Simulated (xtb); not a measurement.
Species: H6O2Si2, SMILES `O[SiH2][SiH2]O` (charge 0, multiplicity 1).

Question: Give a relaxed geometry from GFN2-xTB (xtb 6.7.1).

Answer: This is not unique; one that fits is the end point of this relaxation, one of several conformers (outside a Z-matrix the atoms follow the SMILES, hydrogens last).
Z-matrix (Å, degrees):
```
Si
O 1 1.6342
H 2 0.9532 1 121.81
H 1 1.4736 2 108.51 3 56.27
H 1 1.4736 4 104.12 2 115.43
Si 1 2.2826 4 117.13 5 131.10
O 6 1.6342 1 101.03 4 -62.40
H 7 0.9532 6 121.81 1 -180.00
H 6 1.4736 7 108.51 8 -56.27
H 6 1.4736 9 104.12 7 -115.43
```
